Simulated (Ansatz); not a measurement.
Geometry optimisation, Ansatz 0.2.0, DFT PBE, scalar-relativistic, plane waves, PAW.

input.yaml

```yaml
crystal:
  lattice:
    - [8.840823, 0.0, 0.0]
    - [0.0, 8.840823, 0.0]
    - [0.0, 0.0, 8.840823]
  atoms:
    - { symbol: C, position: [0.0063743, 0.0737897, -0.0143009] }
    - { symbol: C, position: [0.0841587, 0.2046073, 0.0667439] }
    - { symbol: H, position: [-0.0736375, 0.0162459, 0.0603125] }
    - { symbol: H, position: [-0.0563002, 0.1134316, -0.1131987] }
    - { symbol: H, position: [0.0885924, -0.0100042, -0.0530196] }
    - { symbol: H, position: [0.1641705, 0.2621511, -0.0078696] }
    - { symbol: H, position: [0.0019406, 0.2884011, 0.1054626] }
    - { symbol: H, position: [0.1468332, 0.1649653, 0.1656417] }
    - { symbol: C, position: [0.2910157, 0.0675503, 0.5704972] }
    - { symbol: C, position: [0.2350919, 0.106523, 0.7288814] }
    - { symbol: H, position: [0.2742171, 0.1620973, 0.4926575] }
    - { symbol: H, position: [0.4115991, 0.0403546, 0.5711222] }
    - { symbol: H, position: [0.2307051, -0.030098, 0.5245863] }
    - { symbol: H, position: [0.2518905, 0.011976, 0.8067211] }
    - { symbol: H, position: [0.2954025, 0.2041713, 0.7747923] }
    - { symbol: H, position: [0.1145085, 0.1337187, 0.7282564] }
    - { symbol: C, position: [0.3648051, 0.6275725, 0.8587277] }
    - { symbol: C, position: [0.1979201, 0.5917867, 0.8342188] }
    - { symbol: H, position: [0.4256739, 0.529187, 0.9022666] }
    - { symbol: H, position: [0.4191739, 0.6616743, 0.7530799] }
    - { symbol: H, position: [0.3793013, 0.7196756, 0.9398896] }
    - { symbol: H, position: [0.1370513, 0.6901722, 0.7906799] }
    - { symbol: H, position: [0.1834238, 0.4996836, 0.753057] }
    - { symbol: H, position: [0.1435513, 0.5576849, 0.9398666] }
    - { symbol: O, position: [0.3683435, 0.203874, 0.1376249] }
    - { symbol: C, position: [0.4448119, 0.253519, 0.2349129] }
    - { symbol: S, position: [0.5463566, 0.319444, 0.3641045] }
    - { symbol: O, position: [0.7417976, 0.5244263, -0.0540702] }
    - { symbol: C, position: [0.77921, 0.5879696, 0.0570135] }
    - { symbol: S, position: [0.828891, 0.6723505, 0.2045247] }
    - { symbol: O, position: [0.7043045, 1.0993195, 0.5168487] }
    - { symbol: C, position: [0.7297772, 1.0087553, 0.6113277] }
    - { symbol: S, position: [0.7636031, 0.8884925, 0.7367892] }
    - { symbol: O, position: [0.8451048, 0.3525361, 0.2634267] }
    - { symbol: C, position: [0.9283579, 0.3627723, 0.3670662] }
    - { symbol: S, position: [1.0389122, 0.3763652, 0.5046922] }
    - { symbol: O, position: [0.3728655, 0.9428953, 0.0911955] }
    - { symbol: C, position: [0.3182785, 0.8660543, 0.1854968] }
    - { symbol: S, position: [0.2457908, 0.7640148, 0.3107222] }
basis:
  ecutwfc: 420.0
kpoints:
  mp_grid: { grid: [1, 1, 1] }
hamiltonian:
  xc: pbe
scf:
  occupations: { method: fermi_dirac, width: 0.02 }
  lower_state_search: "off"
relax:
  f_tol: 0.3
  max_steps: 15
  adjacent_minimum: "off"
output:
  write_density: true
  write_potential: true
  elf: true
  volumetric_format: npy
```

Command:

```bash
$ ansatz run input.yaml --threads 1 --pin off --max-ram 3072MiB --backend cpu --events-out ev --progress --plain --runs-dir out
```

Problem. Where does it end, and by what steps?

Solution. The forces met the threshold. The threshold is loose, so the end isn't yet a minimum. Limits of this set-up: coarse k mesh. After 7 steps the energy has fallen by 1.621 eV; S27 moved furthest, 1.33 Å.

```tsv
step	energy less start (eV)	largest force component (eV/Å)	accepted
0	0.0000	1.559	yes
1	-0.6215	0.753	yes
2	-0.9499	0.621	yes
3	-1.1504	1.008	yes
4	-1.3547	0.730	yes
5	-1.4750	0.657	yes
6	-1.5663	0.328	yes
7	-1.6211	0.272	yes
```

```xyz
39
Lattice="8.8408 0.0000 0.0000 0.0000 8.8408 0.0000 0.0000 0.0000 8.8408" Properties=species:S:1:pos:R:3
C -0.220 0.695 0.027
C 0.697 1.792 0.559
H -1.059 0.499 0.712
H -0.652 0.974 -0.945
H 0.323 -0.253 -0.115
H 1.566 1.952 -0.093
H 0.160 2.748 0.636
H 1.084 1.541 1.558
C 2.625 0.318 4.949
C 2.396 0.987 6.302
H 2.337 0.981 4.119
H 3.681 0.051 4.804
H 2.030 -0.603 4.854
H 2.657 0.317 7.135
H 3.005 1.899 6.411
H 1.343 1.270 6.428
C 3.275 5.446 7.379
C 1.764 5.231 7.424
H 3.809 4.623 7.874
H 3.642 5.507 6.343
H 3.567 6.381 7.878
H 1.223 6.048 6.925
H 1.480 4.290 6.931
H 1.399 5.172 8.459
O 3.980 2.533 1.514
C 4.070 3.035 2.567
S 4.182 3.706 3.983
O 6.733 4.676 -0.500
C 6.783 5.400 0.419
S 6.850 6.378 1.639
O 6.577 9.536 4.690
C 6.635 8.531 5.290
S 6.710 7.181 6.086
O 7.186 2.873 2.536
C 7.952 3.195 3.355
S 8.975 3.636 4.456
O 3.509 8.234 1.078
C 2.844 7.462 1.653
S 1.960 6.416 2.418
```

Whether the end is a true minimum wasn't checked by a vibrational analysis.

Run time: 32 s on 1 thread of Intel(R) Xeon(R) Platinum 8488C (Sapphire Rapids) (shared host), peak memory 0.64 GiB.
